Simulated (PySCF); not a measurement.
## Core binding energy against partial charge

Species: C9H10.
SMILES with atom numbers: `[CH2:1]=[C:2]([CH3:3])/[CH:4]=[CH:5]/[C:6]1=[CH:7][C:8]1=[CH2:9]`

Binding energies: delta-SCF UKS SCAN, pcX-2 on the ionised atom, pcseg-1 elsewhere, spin-free X2C in PySCF 2.14.0. Charges: PBE0/pcSseg-1 ground-state density, for the ionised atom.

| atom | environment | C 1s (eV) | Mulliken (e) | IAO (e) | Hirshfeld (e) | ESP (e) |
| --- | --- | --- | --- | --- | --- | --- |
| C9 | terminal =CH2 carbon | 288.83 | -0.209 | -0.453 | -0.185 | -0.862 |
| C7 | alkene CH carbon | 290.11 | -0.131 | -0.140 | -0.028 | -0.250 |
| C5 | alkene CH carbon | 290.37 | -0.136 | -0.183 | -0.050 | -0.111 |
| C8 | fully substituted alkene carbon | 290.48 | -0.116 | +0.030 | -0.021 | +0.308 |
| C2 | fully substituted alkene carbon | 290.62 | -0.396 | +0.022 | +0.010 | +0.376 |
| C3 | allylic carbon | 290.85 | -0.165 | -0.421 | -0.112 | -0.538 |

**Question.** How well does each charge scheme correlate with the binding energies over these sites?

**Answer.** Hirshfeld: r = 0.69, slope 6.8 eV per e; ESP: r = 0.63, slope 0.9 eV per e; IAO: r = 0.48, slope 1.6 eV per e; Mulliken: r = -0.05, slope -0.4 eV per e. Hirshfeld charges have the highest r, on only 6 points.

**Question.** The point-charge model writes a binding energy as kq + V + constant, with V the potential of the other atoms' charges at the site. What does it give with the ESP charges?

**Answer.** V = Σ 14.40 eV Å × q/r over all other atoms: +9.74 eV at C9, +3.50 eV at C7, +0.50 eV at C5, -7.02 eV at C8, -7.15 eV at C2, +7.51 eV at C3. Fitting binding energy − V to q gives k = 15.7 eV per e and leaves an rms residual of 0.72 eV, against 0.51 eV for the fit on q alone. The model has no term for differences in relaxation between sites.

The unrestricted hole states depart most from a pure doublet (⟨S²⟩ = 0.75; over 0.85 named) for C 1s of C7 (0.86) and C 1s of C8 (0.87), which makes these values less certain. Isolated species at its PBE0-D3(BJ)/def2-SVP geometry (one conformer only).

The values belong to the conformer `[CH2:1]=[C:2]([CH3:3])/[CH:4]=[CH:5]/[C:6]1=[CH:7][C:8]1=[CH2:9]`: C1–C2–C4–C5 180°, C4–C5–C6–C7 180°.
